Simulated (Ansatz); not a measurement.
Process, species as SMILES: [Br][Cs] → [Br][Cs] as doublet, charge +1 + e-

Wanted: adiabatic ionisation energy (0 K, with zero-point energies), in eV. Conventions: def2 sets with scalar-relativistic core potentials past Kr; spin-orbit terms left out; LANL2DZ with its own core potentials from Na on; open shells spin-unrestricted. First-principles rows: single points at B3LYP-D3(BJ) geometries (Ansatz, an electronic-structure program), with unscaled harmonic terms from B3LYP/6-31G* (LANL2DZ past Ar) (Ansatz) at its own minima. The spin state of an ion or metal species was assumed, not searched.

| species | coefficient | E at B3LYP/LANL2DZ (Ansatz), Eh | E at wB97M-V/def2-TZVPD (Ansatz), Eh | zero-point energy, kcal/mol |
|---|---|---|---|---|
| [Br][Cs] | -1 | -33.12139 | -2594.18762 | 0.18 |
| [Br][Cs] as doublet, charge +1 | +1 | -32.86450 | -2593.90375 | 0.04 |

 1 Eh = 27.2114 eV and 1 eV = 23.0605 kcal/mol.

Task: Compute it at each level from the table.

Result: 
- B3LYP/LANL2DZ: the sum of coefficient times E is 0.25689 Eh, or 6.990 eV; the thermal terms add -0.006. Result: 6.98 eV.
- wB97M-V/def2-TZVPD: the sum of coefficient times E is 0.28387 Eh, or 7.724 eV; the thermal terms add -0.006. Result: 7.72 eV.
